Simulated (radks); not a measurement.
Problem. All-electron atom: Al4+ in [He] 2s2 2p5. Calculated with a radial shooting solver on a logarithmic mesh with Libxc functionals: Dirac Kohn-Sham, PBE, spin-unpolarised, spherical densities, finite nucleus; open shells fill j = l - 1/2 first; Fermi nuclear charge, rms radius 3.061 fm. Some entries of the table are withheld. Estimate them.

orbital,occ.,eigenvalue (eV),<r^2> (bohr^2),<r> (bohr)
1s1/2,2,-1590.499,0.01943,0.1201
2s1/2,2,(1),0.4336,0.6035
2p1/2,2,(2),(3),0.5648
2p3/2,3,(4),(5),0.5667

Solution. 
(1) 2s1/2 eigenvalue (eV): -176.2926
(2) 2p1/2 eigenvalue (eV): -138.9773
(3) 2p1/2 <r^2> (bohr^2): 0.3991
(4) 2p3/2 eigenvalue (eV): -138.4855
(5) 2p3/2 <r^2> (bohr^2): 0.4015
